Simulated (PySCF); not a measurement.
A species of formula C5H8OSi has this rotational fingerprint, computed with CAM-B3LYP/def2-SVPD in PySCF (dipole) on a GFN2-xTB geometry, gas phase:

```
Rotational constants : A = 5673, B = 1224, C = 1150 MHz
Dipole components    : |μa| = 0.54 D, |μb| = 0.30 D, |μc| = 0.62 D
Inertial defect      : -62.24 u·Å²
κ                    : -0.97
```

Question: Which candidate fits, each taken in the one conformer that was computed?
A. `[SiH3:1][CH2:2][c:3]1[cH:4][cH:5][o:6][cH:7]1` with Si1–C2–C3–C4 79°
B. `[CH:1]#[C:2][C@H:3]([CH3:4])[C:5](=[O:6])[SiH3:7]` with C2–C3–C5–O6 -110°

Answer: A. It is [SiH3]Cc1ccoc1, a near-prolate asymmetric top, point group C1. The candidates at the same level (rigid rotor, commonest isotopes):

```json
{"SMILES": "C#C[C@H](C)C(=O)[SiH3]", "A (MHz)": "2616", "B (MHz)": "1570", "C (MHz)": "1491", "μa (D)": "1.14", "μb (D)": "1.01", "μc (D)": "2.22", "Δ (u·Å²)": "-176.10", "point group": "C1", "rotor": "asymmetric top"}
{"SMILES": "[SiH3]Cc1ccoc1", "A (MHz)": "5673", "B (MHz)": "1224", "C (MHz)": "1150", "μa (D)": "0.54", "μb (D)": "0.30", "μc (D)": "0.62", "Δ (u·Å²)": "-62.24", "point group": "C1", "rotor": "near-prolate asymmetric top"}
```

`C#C[C@H](C)C(=O)[SiH3]` has A 54 % too low. No structure here is proved a minimum.
